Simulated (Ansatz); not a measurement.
Input for Ansatz (a first-principles code): R-RI-MP2/aug-cc-pVTZ on C2H6F2 (a complex), monomers drawn apart or pushed together. Files ending in .json are basis or fitting sets from the Basis Set Exchange.

Ansatz 0.2 input:
```yaml
crystal:
  periodic: [false, false, false]
  atoms:
    - {symbol: C, position_ang: [-0.02521954, -0.03456342, -0.24427788]}
    - {symbol: H, position_ang: [0.30674190, 0.85721560, 0.28550750]}
    - {symbol: H, position_ang: [-1.10735104, -0.00543579, -0.37181517]}
    - {symbol: H, position_ang: [0.44892211, -0.07179702, -1.22398833]}
    - {symbol: H, position_ang: [0.25411508, -0.91839595, 0.32751309]}
    - {symbol: F, position_ang: [0.31036947, 1.15050288, 3.60492335]}
    - {symbol: C, position_ang: [-0.50264409, 0.06663176, 3.74698262]}
    - {symbol: F, position_ang: [0.25753925, -1.05977836, 3.65028460]}
    - {symbol: H, position_ang: [-1.23070285, 0.06736943, 2.93521476]}
    - {symbol: H, position_ang: [-0.95538970, 0.09779946, 4.73934861]}
basis:
  gaussian:
    orbitals: aug-cc-pVTZ
    fitting: {mean_field: def2-universal-JKFIT, correlation: aug-cc-pVTZ-RIFIT.json}
magnetization: {spin_polarized: false}
correlation: {method: mp2, electrons: outside_noble_gas}
scf: {lower_state_search: off}
```

It printed:

```
WARN ansatz: RAYON_NUM_THREADS=1 ignored (pool sized by the plan → 1); use --threads N
Functional definition: HF
these checks for a lower state are left out or cut short: stability, starts, cluster_reference, orbital_swaps, neighbouring_geometries, increment
integrals: 0.36 GiB planned
412 factors; integrals over basis functions are off by at most 9.8e-1 eV
mean field: 0.58 GiB planned
mean field evaluation 1: about -7567.5538 eV, gradient 3.8e1 eV
mean field evaluation 2: about -7569.9312 eV, gradient 2.0e1 eV
mean field evaluation 4: about -7570.5374 eV, gradient 1.1e0 eV
mean field -7570.54114343 eV, -278.2122555238 hartree, gradient 1.7e-6 eV, S^2 0.000000; 0 other end points of the search recorded, 0 dependent functions left out
4 core orbitals not correlated
700 factors; their error is unknown
reference -7570.54114343 eV, -278.2122555238 hartree; 14, 14 occupied and 304, 304 virtual orbitals, 700 factors
second order -24.27163334 eV of doubles, -0.00000000 eV of singles
Total energy: -7594.81277677 eV, -279.1042215971 hartree
Checks for a lower state left out: stability, starts, cluster_reference, orbital_swaps, neighbouring_geometries, increment
```

The calculation finished and met its thresholds.

Cost: around 4 core-seconds (rough).
